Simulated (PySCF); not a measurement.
# Co⁻ (cobalt, charge -1) across methods

[Ar] 3d8 4s2, high-spin 3F determinant. All numbers are calculated (PySCF 2.14, scalar relativity by spin-free X2C-1e, in aug-cc-pwCVTZ-DK with one added diffuse shell each of s, p, d, f, g type (11s10p8d5f4g, 152 functions)).

```
method  E (hartree)  mean ε 3d β (eV)  mean ε 4s α (eV)  mean ε 4s β (eV)  Σ⟨r²⟩ (bohr²)   ⟨S²⟩
   UHF  -1391.80883            -5.976            -2.318             0.010          128.3  2.451
r2SCAN    -1393.258             2.047             0.517             0.843          66.21  2.040
   LDA    -1390.659             2.034             0.484             0.773          68.28  2.052
  PBE0    -1393.046             0.572             0.196             0.539          67.82  2.025
   PBE    -1393.069             2.020             0.586             0.883          70.90  2.054
```

⟨S²⟩ = 2.45 against 2.00 shows spin contamination. At UHF the highest occupied level has a positive energy, so only the finite basis holds that electron.

The highest occupied level is positive at UHF, r2SCAN, LDA, PBE0, PBE: only the finite basis holds that electron, at UHF too, so the state is unbound at these levels.
